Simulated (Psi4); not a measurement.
CH₂BF₃O, singlet, at a GFN2-xTB geometry, atoms displaced at random by about 0.03 Å a coordinate; TPSS/STO-3G, gradient (Psi4).

Psi4 was given this input:
```
memory 2 GB

molecule {
0 1
  B    -0.45291350    0.79220093    0.99240180
  C    -0.06280853   -0.39527150   -0.16549648
  F    -1.13334758   -0.81589419   -0.91146164
  F     0.52586973   -1.50251980    0.45382760
  F     0.90040771    0.11948182   -1.05046270
  H    -1.21148576    0.48153214    1.83460873
  O     0.07687854    1.96598442    0.89435848
  H     0.72764683    2.19982404    0.23075403
symmetry c1
no_reorient
no_com
}

set basis sto-3g

gradient('tpss')
print_variables()
```

Output, abridged:

```
gradient() will perform analytic gradient computation.

   => Loading Basis Set <=

    Name: STO-3G
    Role: ORBITAL
    Keyword: BASIS

         ---------------------------------------------------------
                                   SCF
               by Justin Turney, Rob Parrish, Andy Simmonett
                          and Daniel G. A. Smith
                              RKS Reference
         ---------------------------------------------------------

  ==> Geometry <==

    Molecular point group: c1
    Full point group: C1

    Geometry (in Angstrom), charge = 0, multiplicity = 1:

       Center              X                  Y                   Z               Mass
    ------------   -----------------  -----------------  -----------------  -----------------
         B           -0.452913500000     0.792200930000     0.992401800000    11.009305360000
         C           -0.062808530000    -0.395271500000    -0.165496480000    12.000000000000
         F           -1.133347580000    -0.815894190000    -0.911461640000    18.998403162730
         F            0.525869730000    -1.502519800000     0.453827600000    18.998403162730
         F            0.900407710000     0.119481820000    -1.050462700000    18.998403162730
         H           -1.211485760000     0.481532140000     1.834608730000     1.007825032230
         O            0.076878540000     1.965984420000     0.894358480000    15.994914619570
         H            0.727646830000     2.199824040000     0.230754030000     1.007825032230

  Running in c1 symmetry.

  Rotational constants: A =      0.16894  B =      0.08532  C =      0.08396 [cm^-1]
  Rotational constants: A =   5064.79995  B =   2557.97172  C =   2517.01749 [MHz]
  Nuclear repulsion =  238.986988282003750

  Charge       = 0
  Multiplicity = 1
  Electrons    = 48
  Nalpha       = 24
  Nbeta        = 24

  ==> Algorithm <==

  SCF Algorithm Type is DF.
  DIIS enabled.
  MOM disabled.
  Fractional occupation disabled.
  Guess Type is SAD.
  Energy threshold   = 1.00e-08
  Density threshold  = 1.00e-08
  Integral threshold = 1.00e-12

  ==> Primary Basis <==

  Basis Set: STO-3G
    Blend: STO-3G
    Number of shells: 20
    Number of basis functions: 32
    Number of Cartesian functions: 32
    Spherical Harmonics?: true
    Max angular momentum: 1

  ==> DFT Potential <==

   => LibXC <=

    Version 7.1.2
    S. Lehtola, C. Steigemann, M. J. T. Oliveira, and M. A. L. Marques,  SoftwareX 7, 1–5 (2018) (10.1016/j.softx.2017.11.002)

   => Composite Functional: TPSS <=

    TPSS Meta-GGA XC Functional

    J. Tao, et al., Phys. Rev. Lett., 91, 146401, 2003

    Deriv               =              1
    GGA                 =           TRUE
    Meta                =           TRUE

    Exchange Hybrid     =          FALSE
    MP2 Hybrid          =          FALSE

   => Exchange Functionals <=

    1.0000   XC_MGGA_X_TPSS

   => Correlation Functionals <=

    1.0000   XC_MGGA_C_TPSS

   => LibXC Density Thresholds  <==

    XC_MGGA_C_TPSS:  1.00E-15
    XC_MGGA_X_TPSS:  1.00E-15

   => Molecular Quadrature <=

    Radial Scheme          =       TREUTLER
    Pruning Scheme         =           NONE
    Nuclear Scheme         =       TREUTLER

    Blocking Scheme        =         OCTREE
    BS radius alpha        =              1
    Pruning alpha          =              1
    Radial Points          =             75
    Spherical Points       =            302
    Total Points           =         170525
    Total Blocks           =           1350
    Max Points             =            256
    Max Functions          =             30
    Weights Tolerance      =       1.00E-15

   => Loading Basis Set <=

    Name: (STO-3G AUX)
    Role: JKFIT
    Keyword: DF_BASIS_SCF

  ==> Integral Setup <==

  SCF_SUBTYPE=INCORE selected. In-core MEM_DF algorithm will be used.
  Using in-core AOs.

  ==> MemDFJK: Density-Fitted J/K Matrices <==

    J tasked:                   Yes
[...]
  @DF-RKS Final Energy:  -432.85200690626937
    Total Energy =                       -432.8520069062693665
[...]
    ------------   -----------------  -----------------  -----------------  -----------------
         B           -0.452913500000     0.792200930000     0.992401800000    11.009305360000
         C           -0.062808530000    -0.395271500000    -0.165496480000    12.000000000000
         F           -1.133347580000    -0.815894190000    -0.911461640000    18.998403162730
         F            0.525869730000    -1.502519800000     0.453827600000    18.998403162730
         F            0.900407710000     0.119481820000    -1.050462700000    18.998403162730
         H           -1.211485760000     0.481532140000     1.834608730000     1.007825032230
         O            0.076878540000     1.965984420000     0.894358480000    15.994914619570
         H            0.727646830000     2.199824040000     0.230754030000     1.007825032230

  Nuclear repulsion =  238.986988282003750

  ==> Basis Set <==

  Basis Set: STO-3G
    Blend: STO-3G
    Number of shells: 20
    Number of basis functions: 32
    Number of Cartesian functions: 32
    Spherical Harmonics?: true
    Max angular momentum: 1

  ==> DFJKGrad: Density-Fitted SCF Gradients <==

    Gradient:                    1
    J tasked:                  Yes
    K tasked:                   No
    wK tasked:                  No
    Integrals threads:           1
    Schwarz Cutoff:          1E-12
    Fitting Condition:       1E-10

   => Auxiliary Basis Set <=

  Basis Set: (STO-3G AUX)
    Blend: DEF2-UNIVERSAL-JKFIT
    Number of shells: 162
    Number of basis functions: 494
    Number of Cartesian functions: 590
    Spherical Harmonics?: true
    Max angular momentum: 4

  ==> DFT Potential <==

   => LibXC <=

    Version 7.1.2
    S. Lehtola, C. Steigemann, M. J. T. Oliveira, and M. A. L. Marques,  SoftwareX 7, 1–5 (2018) (10.1016/j.softx.2017.11.002)

   => Composite Functional: TPSS <=

    TPSS Meta-GGA XC Functional

    J. Tao, et al., Phys. Rev. Lett., 91, 146401, 2003

    Deriv               =              1
    GGA                 =           TRUE
    Meta                =           TRUE

    Exchange Hybrid     =          FALSE
    MP2 Hybrid          =          FALSE

   => Exchange Functionals <=

    1.0000   XC_MGGA_X_TPSS

   => Correlation Functionals <=

    1.0000   XC_MGGA_C_TPSS

   => LibXC Density Thresholds  <==

    XC_MGGA_C_TPSS:  1.00E-15
    XC_MGGA_X_TPSS:  1.00E-15

   => Molecular Quadrature <=

    Radial Scheme          =       TREUTLER
    Pruning Scheme         =           NONE
    Nuclear Scheme         =       TREUTLER

    Blocking Scheme        =         OCTREE
    BS radius alpha        =              1
    Pruning alpha          =              1
    Radial Points          =             75
    Spherical Points       =            302
    Total Points           =         170525
    Total Blocks           =           1350
    Max Points             =            256
    Max Functions          =             30
    Weights Tolerance      =       1.00E-15

  -Total Gradient:
     Atom            X                  Y                   Z
    ------   -----------------  -----------------  -----------------
       1        0.013759808794     0.072093505872     0.025787906897
       2       -0.008028224126    -0.035965147525    -0.040537149967
       3        0.034424242154     0.015121593655     0.022858994704
       4       -0.008639103276     0.023177569139    -0.010732178532
       5       -0.018338529609    -0.012357055077     0.018825849366
       6       -0.000464345008    -0.009493287950    -0.003531335722
       7        0.032998163654    -0.052045325489    -0.071104283260
       8       -0.045571836104    -0.000280401416     0.058395999462

  Variable Map:
  ----------------------------------------------------------------------------
[...]
  Array Variable Map:
  ----------------------------------------------------------------------------
[...]
[...]
```
